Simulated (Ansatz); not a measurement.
`[F][Sn]([F])([F])[SiH3]` + `C[O][SnH]([OH])[Cl]` → `C[O][SnH]([Cl])[O][SiH3]` + `[F][SnH]([F])[F]`  (cleavage of the Si–Sn bond)

Computed with Ansatz on PBE0-D4/def2-TZVP structures; ΔE is electronic, products minus reactants. CCSD(T)/CBS adds triple-zeta CCSD(T) − MP2 to the extrapolated MP2 energy (def2 sets, frozen cores). DFT in def2-TZVPP. B3LYP here is the variant with VWN-RPA as its local correlation; programs differ in this. Elements past krypton have def2 core potentials. For Sn outer-core shells are correlated without core-valence functions, which leaves a few kJ/mol of doubt a bond. Each species was taken in one conformer, which may not be the lowest.

Task: Is it downhill or uphill in electronic energy at CCSD(T)/CBS, and by how much? (An estimate is asked.)

Result: The calculation gave: Downhill: ΔE = -57.5 kJ/mol.

Task: What do these levels give: PBE-D4, PBE0-D4, ωB97X-V, ωB97M-V, B2PLYP, PBE, r2SCAN, B3LYP, HF/def2-QZVPP, MP2/def2-QZVPP, HF/CBS(def2), CCSD/CBS(def2)? (Best estimate.)

Result: The calculation gave: PBE-D4 -31.6, PBE0-D4 -42.5, ωB97X-V -57.3, ωB97M-V -57.5, B2PLYP -55.5, PBE -27.7, r2SCAN -49.0, B3LYP -46.4, HF/def2-QZVPP -82.7, MP2/def2-QZVPP -61.7, HF/CBS(def2) -83.0, CCSD/CBS(def2) -59.4 kJ/mol.

Largest T1 diagnostic among the species: 0.015.

In def2-TZVPP, CCSD(T) changes the Hartree–Fock value by +17.3 kJ/mol (the triples alone add +1.9 kJ/mol) and MP2 by +16.3 kJ/mol. From PBE to PBE0 (25 % exact exchange), in def2-TZVPP and without D4, ΔE moves by −11.1 kJ/mol. The D4 term adds −6.0 kJ/mol with B3LYP and −3.6 kJ/mol with PBE0; it sums over pairs of atoms, weighted by their polarisabilities, and B3LYP, whose exchange is more repulsive, gets the larger term.
